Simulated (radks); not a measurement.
Neutral technetium inside a hard spherical wall (all orbitals vanish at R), configuration held at [Kr] 4d5 5s2 and not refilled when levels cross. Method: scalar-relativistic Kohn-Sham, LDA (Slater exchange, VWN5 correlation), spin-unpolarised, spherical densities, point nucleus; computed with a radial shooting solver on a logarithmic mesh with Libxc functionals. Eigenvalues in eV, with the zero of energy where the potential of the charges vanishes at infinity; a dash marks a level that is unbound or too diffuse for the functional's potential to be trusted. A positive occupied level is held by the wall or, in an anion where self-interaction has pushed it up, behind a barrier. The pressure on the wall is -dE/dV.

R (bohr)  E (hartree)  kinetic (hartree)    e(4s)    e(4p)   e(4d)   e(5s)  e(5p, empty)  e(6s, empty)  pressure (GPa)
free      -4281.27588           4419.484  -73.395  -45.404  -6.814  -5.258        -1.519        -0.034               0
20        -4281.27588           4419.484  -73.395  -45.404  -6.814  -5.258        -1.519         0.088        < 0.0001
15        -4281.27588           4419.484  -73.395  -45.404  -6.814  -5.258        -1.516         0.345        < 0.0001
10        -4281.27546           4419.488  -73.363  -45.372  -6.784  -5.230        -1.399         1.852          0.0118
5         -4281.11767           4420.304  -70.368  -42.433  -4.072  -1.830         4.074        23.584            18.3
4         -4280.70496           4422.000  -66.243  -38.466  -0.258   4.268        12.371        48.691             113
3.5       -4280.12838           4424.183  -62.257  -34.663   3.673  11.509        21.672        73.936             318
3         -4278.81386           4428.979  -55.649  -28.298  10.760  26.072        39.498        118.28            1030
2.5       -4275.43216           4440.903  -43.651  -16.256  25.058  58.459        76.910        203.28            4070
2         -4265.23187           4474.256  -17.970   11.221  58.374  139.41        164.93        386.90           20600
1.5       -4227.62515           4581.496   56.155   92.667  152.74  374.47        407.51        857.79          149000
